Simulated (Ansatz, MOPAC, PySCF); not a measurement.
Isomers of CH3NO: 1 is NC=O, 2 is CN=O; one conformer of each (the lowest of an xTB search), B3LYP-D3(BJ)/def2-TZVP minima.
Isomer 1 (charge 0, multiplicity 1):
```json
[
 {"atom": "N", "x (Å)": "-0.6935", "y (Å)": "-0.0314", "z (Å)": "-0.0093"},
 {"atom": "C", "x (Å)": "0.6612", "y (Å)": "0.0338", "z (Å)": "0.0080"},
 {"atom": "O", "x (Å)": "1.3082", "y (Å)": "1.0440", "z (Å)": "-0.1452"},
 {"atom": "H", "x (Å)": "-1.2270", "y (Å)": "0.8098", "z (Å)": "-0.1588"},
 {"atom": "H", "x (Å)": "-1.1758", "y (Å)": "-0.9022", "z (Å)": "0.1246"},
 {"atom": "H", "x (Å)": "1.1269", "y (Å)": "-0.9540", "z (Å)": "0.1806"}
]
```
Isomer 2 (charge 0, multiplicity 1, Z-matrix in Å and degrees):
```
C
H 1 1.0905
H 1 1.0926 2 112.04
H 1 1.0927 2 111.97 3 -120.59
N 1 1.4790 2 111.76 4 -119.64
O 5 1.1994 1 113.98 2 0.36
```

| level | electronic energy of isomer 2 less that of isomer 1 (kcal/mol) | minus CCSD(T)/CBS(cc-pVTZ, cc-pVQZ) | cost |
|---|---|---|---|
| PM3 | 47.41 | -16.46 | - |
| HF/6-31G* | 63.71 | -0.16 | - |
| HF/cc-pVDZ | 65.44 | 1.57 | - |
| HF/cc-pVTZ | 67.75 | 3.87 | - |
| SVWN5/def2-TZVPP | 68.72 | 4.85 | ×0.8 |
| BLYP/def2-TZVPP | 62.81 | -1.06 | ×0.9 |
| BP86/6-31G* | 57.74 | -6.13 | - |
| revPBE/def2-TZVPP | 61.75 | -2.12 | ×1 |
| r2SCAN-D3(BJ)/def2-TZVPP | 66.68 | 2.80 | ×2 |
| B97M-V/def2-TZVPP | 65.04 | 1.17 | ×3 |
| B3LYP/6-311+G** | 65.56 | 1.69 | - |
| PBE0-D4/def2-TZVPP | 65.92 | 2.05 | ×1 |
| BHLYP-D4/def2-TZVPP | 67.96 | 4.09 | ×1 |
| CAM-B3LYP/def2-TZVPP | 66.19 | 2.32 | ×2 |
| wB97M-V/def2-TZVPP | 64.90 | 1.03 | ×4 |
| B2PLYP/def2-TZVPP | 65.64 | 1.77 | ×2 |
| MP2/6-31G* | 61.60 | -2.27 | - |
| MP2/cc-pVTZ | 66.46 | 2.58 | - |
| MP2/cc-pVQZ | 67.66 | 3.79 | - |
| CCSD(T)/CBS(cc-pVTZ, cc-pVQZ) | 63.87 | 0.00 | ×1000* |

 The comparison column counts from a level with limits of its own.

The rows run from 47.41 (PM3) to 68.72 kcal/mol (SVWN5/def2-TZVPP). From cc-pVTZ to cc-pVQZ MP2 changes by 1.20. The 7 functionals in def2-TZVPP without D3 or D4 span 6.97, from revPBE to SVWN5.

No zero-point or thermal terms.

Cores are frozen in the correlated methods. CBS: X⁻³ extrapolation of the correlation energy, Hartree–Fock from the larger set. Rows in 6-311+G**, 6-31G* carry no dispersion term and start afresh at each structure (6-31G* with six Cartesian d functions). MP2/6-31G* freezes PySCF's default core. The state that PM3 reach isn't checked.

Codes used: Ansatz (Gaussian orbitals); MOPAC for PM3 (differences of heats of formation); PySCF for 6-311+G** rows, 6-31G* rows, the dispersion terms. Values without a source in brackets are computed.

Costs are rough ratios of core time to PBE/def2-TZVPP (about 1.5 s over the structures, on one shared machine); a dash marks a level with no comparable run of its own. A star marks coupled-cluster runs past 200 virtual orbitals, where the program's memory plan changes under this machine's limit, so their costs aren't comparable with smaller runs.

Ansatz is an electronic-structure program.
